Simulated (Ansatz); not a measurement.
Molecule: sum formula H5SiO2, charge 1, multiplicity 1. It need not be the lowest isomer of its formula. 
Coordinates optimised at B3LYP-D3(BJ)/def2-TZVP (Ansatz, an electronic-structure program):
SMILES: O[SiH2][OH2+]
```xyz
8

Si    -0.2232    -0.5119     0.1012
O     -0.8099     1.2247    -0.1437
O      1.3603    -0.4893    -0.1040
H     -0.8945    -1.1197    -1.0409
H     -0.7360    -0.7009     1.4592
H     -0.7781     1.6723    -1.0069
H      2.0384    -0.4386     0.5776
H     -0.9085     1.8698     0.5767
```
Charge +1, spin multiplicity 1.

Total electronic energies in hartree. Cores are frozen in the correlated levels unless marked. No spin-orbit coupling. No relativistic terms. Basis-set limits of correlation are two-point, X^-3; Hartree-Fock from the larger set (for Q and 5 zeta extrapolated as (X+1)exp(-9√X)).

| level | program | energy (Eh) |
|---|---|---|
| HF/cc-pV(Q+d)Z | Ansatz | -441.49027 |
| PBE/def2-TZVPD | Ansatz | -442.49829 |
| CAM-B3LYP-D3(BJ)/def2-TZVPD | Ansatz + dftd3 | -442.78066 |
| PBE-QIDH/def2-TZVPD | Ansatz | -442.42743 |
| MP2/6-31G* | Ansatz | -441.78727 |
| MP2/CBS(cc-pV(Q+d)Z,cc-pV(5+d)Z) | Ansatz | -442.1874 |
| CCSD/6-31G | Ansatz | -441.56117 |
| CCSD/cc-pV(Q+d)Z | Ansatz | -442.16071 |
| CCSD(T)/CBS(cc-pV(Q+d)Z,cc-pV(5+d)Z) | Ansatz | -442.2188 |

Totals of different functionals don't rank their quality; only differences between species are comparable.
